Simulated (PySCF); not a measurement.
PySCF input file for BeFH₃Si, SMILES [F][Be][SiH3], TDA-LC-ωPBE/def2-SVPD. The structure is a stationary point at PBE0-D3(BJ)/def2-TZVP.

```python
import numpy as np
from pyscf import gto, scf, dft, tdscf

mol = gto.M(
    atom='''
    Be    0.00000000    0.00000000   -0.87667416
    F    -0.00000000    0.00000000   -2.24674033
    Si    0.00000000   -0.00000000    1.29973784
    H     1.20153894    0.69370883    1.84367662
    H    -0.00000001   -1.38741766    1.84367662
    H    -1.20153894    0.69370884    1.84367662
    ''',
    basis='def2-SVPD',
    charge=0,
    spin=0,
    symmetry=True,
    max_memory=1600,
    verbose=4,
)
mf = dft.RKS(mol, xc='lc_wpbe').density_fit(auxbasis='def2-universal-jkfit')
mf.grids.level = 3
mf.conv_tol = 1e-9
mf.max_cycle = 100
mf.kernel()
mf.grids = dft.Grids(mol).set(level=1).build(with_non0tab=True)  # coarser grid for the response kernel
td = tdscf.TDA(mf)
td.singlet = True
td.nstates = 10
td.conv_tol = 1e-4
td.kernel(x0=td.get_init_guess(mf, 15))
td.analyze()
tt = tdscf.TDA(mf)
tt.singlet = False
tt.nstates = 4
tt.conv_tol = 1e-4
tt.kernel(x0=tt.get_init_guess(mf, 9))
tt.analyze(verbose=3)
```

Output:

```
PySCF version 2.14.0

[INPUT] verbose = 4
[INPUT] num. atoms = 6
[INPUT] num. electrons = 30
[INPUT] charge = 0
[INPUT] spin (= nelec alpha-beta = 2S) = 0
[INPUT] symmetry True subgroup None
[INPUT] Mole.unit = angstrom
[INPUT] Symbol           X                Y                Z      unit          X                Y                Z       unit  Magmom
[INPUT]  1 Be     0.000000000000   0.000000000000  -0.876674160000 AA    0.000000000000   0.000000000000  -1.656674062883 Bohr   0.0
[INPUT]  2 F      0.000000000000   0.000000000000  -2.246740330000 AA    0.000000000000   0.000000000000  -4.245723896715 Bohr   0.0
[INPUT]  3 Si     0.000000000000   0.000000000000   1.299737840000 AA    0.000000000000   0.000000000000   2.456148551334 Bohr   0.0
[INPUT]  4 H      1.201538940000   0.693708830000   1.843676620000 AA    2.270579524600   1.310919698892   3.484043874064 Bohr   0.0
[INPUT]  5 H     -0.000000010000  -1.387417660000   1.843676620000 AA   -0.000000018897  -2.621839397785   3.484043874064 Bohr   0.0
[INPUT]  6 H     -1.201538940000   0.693708840000   1.843676620000 AA   -2.270579524600   1.310919717790   3.484043874064 Bohr   0.0

nuclear repulsion = 67.2834264102804
point group symmetry = C3v, use subgroup Cs
symmetry origin: [-6.29908703e-10  6.29908703e-10  6.29908422e-10]
symmetry axis x: [ 1.03075065e-09  1.00000000e+00 -2.32010450e-10]
symmetry axis y: [-2.32010261e-10  2.32010450e-10  1.00000000e+00]
symmetry axis z: [ 1.00000000e+00 -1.03075065e-09  2.32010261e-10]
num. orbitals of irrep A' = 56
num. orbitals of irrep A" = 27
number of shells = 37
number of NR pGTOs = 127
number of NR cGTOs = 83
basis = def2-SVPD
ecp = {}


******** <class 'pyscf.df.df_jk.DFSymAdaptedRKS'> ********
method = DFSymAdaptedRKS
initial guess = minao
damping factor = 0
level_shift factor = 0
DIIS = <class 'pyscf.scf.diis.CDIIS'>
diis_start_cycle = 1
diis_space = 8
diis_damp = 0
SCF conv_tol = 1e-09
SCF conv_tol_grad = None
SCF max_cycles = 100
direct_scf = False
XC library pyscf.dft.libxc version 7.1.2
    S. Lehtola, C. Steigemann, M. J. T. Oliveira, and M. A. L. Marques,  SoftwareX 7, 1–5 (2018)
XC functionals = lc_wpbe
    O. A. Vydrov and G. E. Scuseria,  J. Chem. Phys. 125, 234109 (2006)
radial grids:
    Treutler-Ahlrichs [JCP 102, 346 (1995); DOI:10.1063/1.469408] (M4) radial grids

becke partition: Becke, JCP 88, 2547 (1988); DOI:10.1063/1.454033
pruning grids: <function nwchem_prune>
grids dens level: 3
symmetrized grids: True
atomic radii adjust function: <function treutler_atomic_radii_adjust>
small_rho_cutoff = 0
Freeze 0 electrons in irreps []
    30 free electrons in irreps A' A"
Set gradient conv threshold to 3.16228e-05
Initial guess from minao.
tot grids = 76592
Create RSH-DF object <pyscf.df.df.DF object> for omega=0.4
******** <class 'pyscf.df.df.DF'> ********
auxbasis = auxmol.basis = def2-universal-jkfit
init E= -405.437954729067
HOMO (A') = -0.372344006447642  LUMO (A') = -0.0082252204501625  gap/eV = 9.90818
cycle= 1 E= -405.523557490328  delta_E= -0.0856  |g|= 0.597  |ddm|= 2.54
HOMO (A') = -0.384105617811731  LUMO (A') = 0.0229249819593718  gap/eV = 11.07587
cycle= 2 E= -405.522416862941  delta_E= 0.00114  |g|= 0.749  |ddm|= 1.15
HOMO (A') = -0.419846378316009  LUMO (A') = 0.0297053221575259  gap/eV = 12.23292
cycle= 3 E= -405.609347738605  delta_E= -0.0869  |g|= 0.0372  |ddm|= 0.504
HOMO (A') = -0.403989181315594  LUMO (A') = 0.0379112988740866  gap/eV = 12.02472
cycle= 4 E= -405.610303928786  delta_E= -0.000956  |g|= 0.0114  |ddm|= 0.135
HOMO (A') = -0.407210637962456  LUMO (A') = 0.0368737971825261  gap/eV = 12.08415
cycle= 5 E= -405.610387921012  delta_E= -8.4e-05  |g|= 0.00279  |ddm|= 0.0379
HOMO (A') = -0.407391848485333  LUMO (A') = 0.0366846601388011  gap/eV = 12.08394
cycle= 6 E= -405.610393221731  delta_E= -5.3e-06  |g|= 0.000555  |ddm|= 0.0107
HOMO (A') = -0.407413765417021  LUMO (A') = 0.0366825009869749  gap/eV = 12.08447
cycle= 7 E= -405.610393524289  delta_E= -3.03e-07  |g|= 8.1e-05  |ddm|= 0.00308
HOMO (A') = -0.407414155906694  LUMO (A') = 0.0366835809275465  gap/eV = 12.08451
cycle= 8 E= -405.610393530147  delta_E= -5.86e-09  |g|= 1.33e-05  |ddm|= 0.000501
HOMO (A') = -0.40741309944821  LUMO (A') = 0.0366839573013  gap/eV = 12.08450
cycle= 9 E= -405.610393530297  delta_E= -1.5e-10  |g|= 3.06e-06  |ddm|= 6.04e-05
HOMO (A') = -0.407412907203793  LUMO (A') = 0.0366838077663707  gap/eV = 12.08449
Extra cycle  E= -405.610393530305  delta_E= -7.9e-12  |g|= 1.37e-06  |ddm|= 7.23e-06
converged SCF energy = -405.610393530305
tot grids = 24216


******** <class 'pyscf.tdscf.rks.TDA'> for <class 'pyscf.df.df_jk.DFSymAdaptedRKS'> ********
nstates = 10 singlet
deg_eia_thresh = 1.000e-03
wfnsym = None
conv_tol = 0.0001
eigh lindep = 1e-12
eigh level_shift = 0
eigh max_cycle = 100


Excitation energies (eV)
[6.81695713 6.81700454 7.80574952 8.30717942 8.70308524 8.70311744
 8.87795776 9.07690275 9.07692007 9.43158585]

** Singlet excitation energies and oscillator strengths **
Excited State   1:   A"      6.81696 eV    181.88 nm  f=0.1409
      15 -> 17       -0.64168
      15 -> 21        0.24256
Excited State   2:   A'      6.81700 eV    181.87 nm  f=0.1409
      15 -> 16        0.64168
      15 -> 20       -0.24255
Excited State   3:   A'      7.80575 eV    158.84 nm  f=0.2969
      15 -> 18        0.61883
      15 -> 19       -0.30144
Excited State   4:   A"      8.30718 eV    149.25 nm  f=0.0000
      13 -> 16        0.43633
      13 -> 20       -0.20703
      13 -> 24       -0.10740
      14 -> 17        0.43635
      14 -> 21       -0.20704
      14 -> 23       -0.10739
Excited State   5:   A'      8.70309 eV    142.46 nm  f=0.0337
      13 -> 17       -0.43718
      13 -> 21        0.16840
      14 -> 16       -0.43721
      14 -> 20        0.16842
      14 -> 22       -0.11418
Excited State   6:   A"      8.70312 eV    142.46 nm  f=0.0337
      13 -> 16       -0.43719
      13 -> 20        0.16841
      13 -> 22        0.11419
      14 -> 17        0.43717
      14 -> 21       -0.16840
Excited State   7:   A'      8.87796 eV    139.65 nm  f=0.0201
      13 -> 17       -0.36172
      13 -> 21        0.13599
      14 -> 16        0.36170
      14 -> 20       -0.13600
      15 -> 19        0.18916
      15 -> 22       -0.30857
      15 -> 25        0.24405
Excited State   8:   A'      9.07690 eV    136.59 nm  f=0.0020
      15 -> 16       -0.12385
      15 -> 20       -0.30326
      15 -> 24       -0.59985
Excited State   9:   A"      9.07692 eV    136.59 nm  f=0.0020
      15 -> 17        0.12384
      15 -> 21        0.30324
      15 -> 23        0.59985
Excited State  10:   A"      9.43159 eV    131.46 nm  f=0.2222
      13 -> 18       -0.53099
      13 -> 19        0.34925
      13 -> 22        0.14646
      15 -> 21        0.12206
      15 -> 23       -0.14229

** Transition electric dipole moments (AU) **
state          X           Y           Z        Dip. S.      Osc.
  1         0.9186     -0.0000      0.0000      0.8439      0.1409
  2         0.0000     -0.9186     -0.0000      0.8439      0.1409
  3         0.0000     -0.0000     -1.2461      1.5527      0.2969
  4        -0.0000     -0.0000     -0.0000      0.0000      0.0000
  5         0.0000      0.3976      0.0000      0.1581      0.0337
  6         0.3975      0.0000      0.0000      0.1580      0.0337
  7        -0.0000      0.0000      0.3041      0.0925      0.0201
  8        -0.0000      0.0955     -0.0001      0.0091      0.0020
  9        -0.0955     -0.0000     -0.0000      0.0091      0.0020
 10         0.9806      0.0000     -0.0000      0.9617      0.2222

** Transition velocity dipole moments (imaginary part, AU) **
state          X           Y           Z        Dip. S.      Osc.
  1         0.0922     -0.0000     -0.0000      0.0085      0.0226
  2         0.0000     -0.0922     -0.0000      0.0085      0.0226
  3         0.0000     -0.0000     -0.3558      0.1266      0.2942
  4        -0.0000     -0.0000     -0.0000      0.0000      0.0000
  5         0.0000      0.0550      0.0000      0.0030      0.0063
  6         0.0550      0.0000      0.0000      0.0030      0.0063
  7         0.0000      0.0000      0.0537      0.0029      0.0059
  8        -0.0000      0.0238     -0.0000      0.0006      0.0011
  9        -0.0238     -0.0000     -0.0000      0.0006      0.0011
 10         0.3002      0.0000      0.0000      0.0901      0.1733

** Transition magnetic dipole moments (imaginary part, AU) **
state          X           Y           Z
  1         0.0000      0.2439     -0.0000
  2         0.2439     -0.0000     -0.0000
  3        -0.0001     -0.0000      0.0000
  4         0.0000      0.0000     -1.0305
  5        -0.2329      0.0000     -0.0000
  6        -0.0000      0.2329      0.0000
  7         0.0000     -0.0000      0.0000
  8         0.5709      0.0000     -0.0000
  9        -0.0000      0.5709     -0.0000
 10        -0.0000     -0.6527     -0.0000


******** <class 'pyscf.tdscf.rks.TDA'> for <class 'pyscf.df.df_jk.DFSymAdaptedRKS'> ********
nstates = 4 triplet
deg_eia_thresh = 1.000e-03
wfnsym = None
conv_tol = 0.0001
eigh lindep = 1e-12
eigh level_shift = 0
eigh max_cycle = 100


Excitation energies (eV)
[5.16553356 5.16553404 6.89621385 7.6171077 ]

** Triplet excitation energies and oscillator strengths **
Excited State   1:   A'      5.16553 eV    240.02 nm  f=0.0000
Excited State   2:   A"      5.16553 eV    240.02 nm  f=0.0000
Excited State   3:   A'      6.89621 eV    179.79 nm  f=0.0000
Excited State   4:   A'      7.61711 eV    162.77 nm  f=0.0000
```

The run converged.
